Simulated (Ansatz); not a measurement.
H3AlN, SMILES `[NH2][AlH-]` (excited triplet) (charge -1, multiplicity 3). This triplet is an excited state, 1.12 eV above the relaxed singlet at the level frozen-core CCSD(T)/aug-cc-pVTZ // B3LYP-D3(BJ)/def2-TZVPD (Ansatz, an electronic-structure program).

The numbers are results of PBE/aug-cc-pVTZ // B3LYP-D3(BJ)/def2-TZVPD (Ansatz), not measurements.

Ansatz 0.2 input:
```yaml
crystal:
  periodic: [false, false, false]
  atoms:
    - { symbol: N, position_ang: [-0.706498, 0.072958, -0.137054] }
    - { symbol: Al, position_ang: [1.004268, -0.249038, 0.550545] }
    - { symbol: H, position_ang: [-1.30599, -0.721743, -0.319108] }
    - { symbol: H, position_ang: [-1.270856, 0.78965, 0.301065] }
    - { symbol: H, position_ang: [2.279075, 0.108172, -0.395448] }
basis:
  gaussian: { orbitals: aug-cc-pVTZ }
hamiltonian:
  xc: pbe
total_charge: -1
magnetization:
  spin_polarized: true
  initial_magnetization: 2
```

Output:

```
Functional definition: PBE
749 factors; their error is unknown
mean field evaluation 1: about -8128.4972 eV, gradient 2.0e1 eV
mean field evaluation 2: about -8121.7236 eV, gradient 4.2e1 eV
mean field evaluation 4: about -8130.5703 eV, gradient 1.5e0 eV
mean field evaluation 8: about -8130.5759 eV, gradient 3.9e-2 eV
mean field evaluation 16: about -8130.5759 eV, gradient 1.6e-5 eV
mean field evaluation 32: about -8124.7652 eV, gradient 9.6e0 eV
mean field -8130.57587623 eV, -298.7931523493 hartree, gradient 1.9e-5 eV, S^2 2.002024; 8 other end points of the search recorded, 0 dependent functions left out
reference -8130.57593154 eV, -298.7931543819 hartree; 13, 11 occupied and 152, 154 virtual orbitals, 749 factors
Total energy: -8130.57593154 eV, -298.7931543819 hartree
```
